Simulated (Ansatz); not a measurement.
Ansatz (an electronic-structure program) input for CdI, SMILES [Cd+][I], charge +1, B3LYP-D3(BJ)/def2-TZVP. 

Ansatz 0.2 input:
```yaml
crystal:
  periodic: [false, false, false]
  atoms:
    - {symbol: Cd, position_ang: [0.00000000, 0.00000000, -1.34130857]}
    - {symbol: I, position_ang: [0.00000000, 0.00000000, 1.21477003]}
basis:
  gaussian:
    orbitals: def2-TZVP
hamiltonian:
  xc: b3lyp
  dispersion: d3bj
total_charge: 1
relax: {f_tol: 0.002, max_steps: 200}
```

Log of the run:

```
WARN ansatz: RAYON_NUM_THREADS=1 ignored (pool sized by the plan → 1); use --threads N
Functional definition: B3LYP
integrals: 0.03 GiB planned
809 factors; their error is unknown
mean field: 0.25 GiB planned
mean field evaluation 1: about -12656.6551 eV, gradient 4.2e1 eV
mean field evaluation 2: about -12604.2974 eV, gradient 1.2e2 eV
mean field evaluation 4: about -12662.5523 eV, gradient 7.7e0 eV
mean field evaluation 8: about -12662.7395 eV, gradient 2.9e-2 eV
mean field evaluation 16: about -12663.0238 eV, gradient 4.0e-5 eV
mean field -12663.02375050 eV, -465.3575395251 hartree, gradient 4.0e-5 eV, S^2 0.000000; 0 other end points of the search recorded, 0 dependent functions left out
the calculation of the forces begins
reference -12663.02394473 eV, -465.3575466631 hartree; 22, 22 occupied and 68, 68 virtual orbitals, 809 factors
relax step   1: F+E_penalty+E_count = -12663.13178010 eV  Δ(F+E_penalty+E_count) = +0.000e0 eV  max|allowed force component| = 3.545e-1 eV/Å  Δτ_max = 0.0000 Å  (31 SCF iters, accepted)
these checks for a lower state are left out or cut short: starts, cluster_reference, orbital_swaps, neighbouring_geometries, increment
integrals: 0.03 GiB planned
809 factors; their error is unknown
mean field: 0.25 GiB planned
mean field -12663.02896828 eV, -465.3577312750 hartree, gradient 1.7e-5 eV, S^2 0.000000; 0 other end points of the search recorded, 0 dependent functions left out
the calculation of the forces begins
reference -12663.02916305 eV, -465.3577384327 hartree; 22, 22 occupied and 68, 68 virtual orbitals, 809 factors
relax step   2: F+E_penalty+E_count = -12663.13695641 eV  Δ(F+E_penalty+E_count) = -5.176e-3 eV  max|allowed force component| = 1.373e-1 eV/Å  Δτ_max = 0.0259 Å  (35 SCF iters, accepted)
these checks for a lower state are left out or cut short: starts, cluster_reference, orbital_swaps, neighbouring_geometries, increment
integrals: 0.03 GiB planned
809 factors; their error is unknown
mean field: 0.25 GiB planned
mean field evaluation 32: about -12663.0300 eV, gradient 1.1e-5 eV
mean field -12663.03004267 eV, -465.3577707580 hartree, gradient 1.1e-5 eV, S^2 0.000000; 0 other end points of the search recorded, 0 dependent functions left out
the calculation of the forces begins
reference -12663.03023729 eV, -465.3577779102 hartree; 22, 22 occupied and 68, 68 virtual orbitals, 809 factors
relax step   3: F+E_penalty+E_count = -12663.13803512 eV  Δ(F+E_penalty+E_count) = -1.079e-3 eV  max|allowed force component| = 1.049e-2 eV/Å  Δτ_max = 0.0072 Å  (35 SCF iters, accepted)
these checks for a lower state are left out or cut short: starts, cluster_reference, orbital_swaps, neighbouring_geometries, increment
integrals: 0.03 GiB planned
809 factors; their error is unknown
mean field: 0.25 GiB planned
mean field -12663.03004815 eV, -465.3577709594 hartree, gradient 1.2e-5 eV, S^2 0.000000; 0 other end points of the search recorded, 0 dependent functions left out
the calculation of the forces begins
reference -12663.03024276 eV, -465.3577781112 hartree; 22, 22 occupied and 68, 68 virtual orbitals, 809 factors
relax step   4: F+E_penalty+E_count = -12663.13804121 eV  Δ(F+E_penalty+E_count) = -6.091e-6 eV  max|allowed force component| = 8.545e-5 eV/Å  Δτ_max = 0.0006 Å  (36 SCF iters, accepted)
integrals: 0.03 GiB planned
809 factors; their error is unknown
mean field: 0.25 GiB planned
mean field evaluation 64: about -12663.0300 eV, gradient 2.8e-4 eV
mean field -12663.03004815 eV, -465.3577709594 hartree, gradient 1.2e-5 eV, S^2 0.000000; 1 other end points of the search recorded, 0 dependent functions left out
the calculation of the forces begins
reference -12663.03024276 eV, -465.3577781112 hartree; 22, 22 occupied and 68, 68 virtual orbitals, 809 factors
Total energy: -12663.13823582 eV, -465.3617467830 hartree
Atom 0 at     0.000000    -0.000000    -1.359425 Å, force    -0.000000    -0.000000     0.000085 eV/Å
Atom 1 at    -0.000000     0.000000     1.232887 Å, force     0.000000     0.000000    -0.000085 eV/Å
Dipole moment:     0.000000     0.000000    -1.157250 e Å
```

Self-consistency was reached.

Cost: very roughly 15 core-seconds.
